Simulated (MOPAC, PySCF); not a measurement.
CH6Ge2N2, SMILES `[C]([GeH2][GeH2][NH2])#N`, neutral singlet in the gas phase. 

Cartesian coordinates (Å):
```xyz
11

N      2.3284     2.1771    -1.1187
C      1.9983     1.2536    -0.4992
Ge     1.3768    -0.2835     0.4910
Ge    -0.7946    -0.9168    -0.3808
N     -1.1686    -2.5322     0.4183
H      1.3432     0.1473     1.9634
H      2.4442    -1.3693     0.2852
H     -0.7438    -0.9317    -1.9269
H     -1.8673     0.0752     0.0953
H     -0.5890    -3.3044     0.0989
H     -2.1430    -2.8146     0.3435
```
Charge 0, spin multiplicity 1.

All levels are single points at this geometry (PBE0-D3(BJ)/def2-SVP); Pople sets use spherical d functions. Orbital energies aren't observables, and empty levels follow the basis.

| level | HOMO (eV) | LUMO (eV) | gap (eV) | dipole (D) | vertical IE, Delta-SCF (eV) |
|---|---|---|---|---|---|
| PBE-D3(BJ)/def2-TZVP in PySCF | -6.35 | -1.42 | 4.94 | 4.86 | 9.33 |
| PBE0-D4/def2-TZVP in PySCF | -7.74 | -0.58 | 7.16 | 4.88 | 9.71 |
| TPSSh-D3(BJ)/def2-TZVP in PySCF | -7.01 | -0.94 | 6.08 | 4.86 | 9.51 |
| B3LYP/3-21G in PySCF | -6.74 | -0.23 | 6.51 | 4.73 | – |
| B3LYP/6-31G* in PySCF | -7.18 | -0.51 | 6.66 | 4.84 | 9.46 |
| B3LYP/LANL2DZ in PySCF | -7.18 | -0.61 | 6.57 | 4.84 | – |
| BP86/6-31G* in PySCF | -6.11 | -1.17 | 4.94 | 4.84 | – |
| PBE/6-31G* in PySCF | -6.00 | -1.12 | 4.88 | 4.81 | – |
| SVWN5/6-31G* in PySCF | -6.07 | -1.28 | 4.79 | 4.93 | – |
| AM1 in MOPAC | -9.81 | -1.71 | 8.10 | 3.71 | – |
| PM3 in MOPAC | -9.72 | -2.54 | 7.18 | 4.75 | – |
| PM6 in MOPAC | -9.53 | -0.65 | 8.87 | 3.93 | – |
| PM7 in MOPAC | -9.57 | -2.25 | 7.32 | 3.66 | – |
